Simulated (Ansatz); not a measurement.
Reaction (hydrogenolysis of the Si–P bond): `C=C(O)[SiH2]P` + H₂ → `C=C(O)[SiH3]` + PH₃

Computed with Ansatz on PBE0-D4/def2-TZVP structures; ΔE is electronic, products minus reactants. CCSD(T)/CBS adds triple-zeta CCSD(T) − MP2 to the extrapolated MP2 energy (def2 sets, frozen cores). This one scheme is used for every species. One conformer a species, not always the lowest.

| species | HF/def2-TZVPP energy (Eh) |
| --- | --- |
| `C=C(O)[SiH2]P` | -784.40765 |
| H₂ | -1.13290 |
| `C=C(O)[SiH3]` | -443.06377 |
| PH₃ | -342.48370 |

Problem. Work out ΔE.

Solution. ΔE = (-443.06377) + (-342.48370) − (-784.40765) − (-1.13290) = -0.00692 Eh = -18.2 kJ/mol. CCSD(T)/CBS gives +11.4 kJ/mol.

Problem. What do rigid-rotor, harmonic-oscillator terms from PBE0-D4/def2-TZVP frequencies (298.15 K, 1 bar) make of the CCSD(T)/CBS value? (Estimate.)

Solution. Ansatz gave: ΔZPE = +8.6 kJ/mol, ΔH = +17.0 kJ/mol, ΔS = 39 J/(mol·K), ΔG = +5.3 kJ/mol. Modes under 50 cm⁻¹ make the entropy rough.

Largest T1 diagnostic among the species: 0.013.

The D4 term adds +11.9 kJ/mol with B3LYP and +6.8 kJ/mol with PBE0; it sums over pairs of atoms, weighted by their polarisabilities, and B3LYP, whose exchange is more repulsive, gets the larger term. Leaving LDA and LC-ωPBE aside and taking each functional with its dispersion term where it has one, the values, not all of them listed here, spread over 20.7 kJ/mol, from CAM-B3LYP-D4 to revPBE-D4. LDA lies +3.4 kJ/mol from PBE without D4.

B3LYP here is the variant with VWN-RPA as its local correlation; programs differ in this.
